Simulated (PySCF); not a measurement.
A calculated (LDA, PySCF 2.14, x2c-TZVPPall with one added diffuse shell each of s, p, d type, scalar relativity by spin-free X2C-1e) atom or ion has these occupied shells.

```csv
shell,electrons,orbital energy (eV),"rms radius, mean of both spins (bohr)"
1s β,1,-38621.7,0.0286
1s α,1,-38621.7,0.0286
2s α,1,-6150.3,0.116
2s β,1,-6150.3,0.116
2p α,3,-5522.2,0.104
2p β,3,-5522.2,0.104
3s α,1,-1314.6,0.305
3s β,1,-1314.5,0.305
3p α,3,-1113.2,0.305
3p β,3,-1113.2,0.305
3d α,5,-819.99,0.282
3d β,5,-819.92,0.282
4s α,1,-264.59,0.697
4s β,1,-264.19,0.697
4p α,3,-199.00,0.740
4p β,3,-198.57,0.740
4d α,5,-103.37,0.832
4d β,5,-102.91,0.832
5s α,1,-40.972,1.68
5s β,1,-40.338,1.68
5p α,3,-25.026,1.97
5p β,3,-24.345,1.97
5d α,1,-7.064,3.33
4f α,1,-2.216,2.22
```

**Question.** Name the element and its charge.

**Answer.** La⁺ (lanthanum, charge +1), in [Xe] 4f1 5d1, one real determinant (an excited configuration).
